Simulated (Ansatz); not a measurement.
The input (input.yaml):

```yaml
crystal:
  periodic: [false, false, false]
  atoms:
    - { symbol: C, position_ang: [-1.416724, 0.015351, 0.717465] }
    - { symbol: "N", position_ang: [-0.261023, 0.525467, -0.084521] }
    - { symbol: Si, position_ang: [1.424202, 0.336722, 0.51812] }
    - { symbol: C, position_ang: [0.48813, -0.544581, -0.848072] }
    - { symbol: O, position_ang: [0.571143, -0.351012, -2.258269] }
    - { symbol: H, position_ang: [-1.698866, 0.777373, 1.468019] }
    - { symbol: H, position_ang: [-1.216918, -0.939537, 1.251487] }
    - { symbol: H, position_ang: [-2.284696, -0.146346, 0.048562] }
    - { symbol: H, position_ang: [1.608902, -0.349716, 1.786204] }
    - { symbol: H, position_ang: [2.20248, 1.555942, 0.390476] }
    - { symbol: H, position_ang: [0.223996, -1.607949, -0.652145] }
    - { symbol: H, position_ang: [0.436273, 0.673083, -2.303225] }
basis:
  gaussian: { orbitals: STO-3G }
hamiltonian:
  xc: lda
md:
  timestep: 0.5
  n_steps: 500
  ensemble: nvt_langevin
  temperature: 200.0
  initial_velocities: maxwell_boltzmann
  seed: 105208
  friction: 0.001
```

Run as:

```bash
$ ansatz run input.yaml --threads 1 --pin off --max-ram 2048MiB --backend cpu --events-out ev --progress --plain --runs-dir out
```

Hardware: 1 thread of Arm Neoverse V1, on a shared host.

Q: Roughly how long does this run take, and how much memory?

A: 14 min, with a peak of 0.089 GiB, for 501 ionic steps.
